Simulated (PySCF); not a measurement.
## Sn²⁺ (tin, charge +2) across methods

[Kr] 4d9 5s2 5p1, one real determinant (an excited configuration). Calculation: PySCF 2.14, in x2c-QZVPPall (13s9p7d4f1g, 112 functions); scalar relativity by spin-free X2C-1e.

| method | E (hartree) | mean ε 5s α (eV) | mean ε 5s β (eV) | mean ε 5p α (eV) | Σ⟨r²⟩ (bohr²) | ⟨S²⟩ |
| --- | --- | --- | --- | --- | --- | --- |
| UHF | -6172.11718 | -33.477 | -30.704 | -24.512 | 39.00 | 2.011 |
| PBE0 | -6174.44 | -30.444 | -29.019 | -21.705 | 38.55 | 2.003 |
| LDA | -6168.78 | -29.477 | -28.549 | -20.624 | 38.45 | 2.001 |
| r2SCAN | -6174.78 | -29.440 | -28.187 | -20.896 | 38.53 | 2.005 |
| PBE | -6174.36 | -29.130 | -28.081 | -20.540 | 38.54 | 2.002 |

⟨L²⟩ = 8.05 against 12 for a pure F term, so this real determinant mixes terms.
